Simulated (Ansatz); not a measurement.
`[CH3][Ti]([OH])([OH])[F]` and `[OH][Ti]([OH])([OH])[F]` differ in one atom or group.

Ansatz, PBE0-D4/def2-TZVP geometries, multiplicity 1. Each molecule was computed in one conformer, which needn't be the lowest.

Scalar relativity is left out up to krypton.

| property | `[CH3][Ti]([OH])([OH])[F]` |
| --- | --- |
| HOMO–LUMO gap (B3LYP/def2-TZVPP) / eV | 5.90 |
| size of the dipole moment (B3LYP/def2-TZVPP) / D | 2.47 |
| HOMO energy (B3LYP/def2-TZVPP) / eV | -7.69 |
| LUMO energy (ωB97M-V/def2-TZVPP) / eV | 0.86 |
| HOMO–LUMO gap (PBE0/def2-TZVPP) / eV | 6.47 |
| HOMO–LUMO gap (PBE/def2-TZVPP) / eV | 3.87 |

(1) What does the change do to each property? (An estimate is asked.)

## Answers

(1) Ansatz gave: 
```csv
property,`[OH][Ti]([OH])([OH])[F]`,shift
HOMO–LUMO gap (B3LYP/def2-TZVPP) / eV,7.14,1.24
size of the dipole moment (B3LYP/def2-TZVPP) / D,2.29,-0.18
HOMO energy (B3LYP/def2-TZVPP) / eV,-9.04,-1.35
LUMO energy (ωB97M-V/def2-TZVPP) / eV,0.66,-0.20
HOMO–LUMO gap (PBE0/def2-TZVPP) / eV,7.74,1.27
HOMO–LUMO gap (PBE/def2-TZVPP) / eV,5.02,1.15
```

With PBE0 the HOMO falls by 1.38 eV and the LUMO falls by 0.11 eV, so the gap widens by about 1.27 eV. PBE moves the HOMO by -1.13 eV and ωB97M-V by -1.48 eV. The zero-point energy changes by -58.0 kJ/mol with -6 modes. Dipoles are sizes alone; their direction can turn.

B3LYP here is the variant with VWN-RPA as its local correlation; programs differ in this.
